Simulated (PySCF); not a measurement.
Compound: C₇H₁₂BP.
SMILES with atom numbers: `[BH3-:1][P@+:2]1([CH:3]=[CH2:4])[CH:5]=[CH:6][CH:7]=[C:8]1[CH3:9]` (hydrogens: H10, H11, H12 on B1; H13 on C3; H14, H15 on C4; H16 on C5; H17 on C6; H18 on C7; H19, H20, H21 on C9)

Cartesian coordinates in Å at the PBE0-D3(BJ)/def2-SVP level; atoms count from 1:
```
atom  x, y, z in Å
B1    -0.6695    0.2214    2.0370
P2    -0.4187   -0.2645    0.1965
C3    -1.4375    0.6510   -0.9869
C4    -2.2773    1.6079   -0.5872
C5    -0.5277   -1.9951   -0.3011
C6     0.6553   -2.3720   -0.8297
C7     1.6696   -1.3155   -0.9087
C8     1.2814   -0.1070   -0.4434
C9     2.0621    1.1540   -0.3569
H10   -1.8495   -0.0016    2.2669
H11   -0.3736    1.4109    2.0457
H12    0.1090   -0.4849    2.6572
H13   -1.3256    0.3844   -2.0438
H14   -2.8858    2.1635   -1.3074
H15   -2.3831    1.8626    0.4720
H16   -1.3986   -2.6328   -0.1498
H17    0.8653   -3.3891   -1.1724
H18    2.6702   -1.5088   -1.3067
H19    2.1428    1.4875    0.6906
H20    1.5650    1.9694   -0.9080
H21    3.0749    1.0253   -0.7647
```

Level: PBE0/pcSseg-1 in PySCF, non-relativistic, on one gas-phase PBE0-D3(BJ)/def2-SVP geometry that isn't relaxed in the solvent. The solvent is an IEF-PCM continuum (cavity from Bondi-type radii × 1.2). Only the electrostatic response of the medium enters.

```csv
run,E − E(gas) (kJ/mol),HOMO (eV),HOMO–LUMO gap (eV),dipole (D)
gas,0.00,-7.05,5.20,4.66
P,-27.60,-6.92,5.17,6.18
Q,-11.43,-6.98,5.19,5.26
```

Problem. The runs were made in acetone and cyclohexane. Which run belongs to which solvent?

Solution. P = acetone, Q = cyclohexane. The dielectric constants are 2.017 (cyclohexane), 20.49 (acetone), and the energy falls further as ε rises. In this model the ground state sees the solvent through ε alone.

Problem. How constant is the ratio of the lowering to (ε − 1)/(2ε + 1)?

Solution. 
```json
{"solvent": "cyclohexane", "(ε − 1)/(2ε + 1)": "0.202", "E − E(gas) (kJ/mol)": "-11.43", "ratio (kJ/mol)": "-56.6", "polarisation term (kJ/mol)": "-12.34"}
{"solvent": "acetone", "(ε − 1)/(2ε + 1)": "0.464", "E − E(gas) (kJ/mol)": "-27.60", "ratio (kJ/mol)": "-59.4", "polarisation term (kJ/mol)": "-33.18"}
```

The ratio changes by +5.0 % in size from cyclohexane to acetone. The polarisation term is half the interaction of the solute with the induced surface charges.

The run took 47 s of wall time on Arm Neoverse V2, one thread, no GPU, shared host with 96 logical CPUs at a one-minute load of 46, and the process peaked at 1.3 GiB of memory. This is the whole shielding run at PBE0/pcSseg-1 in acetone, SCF included.
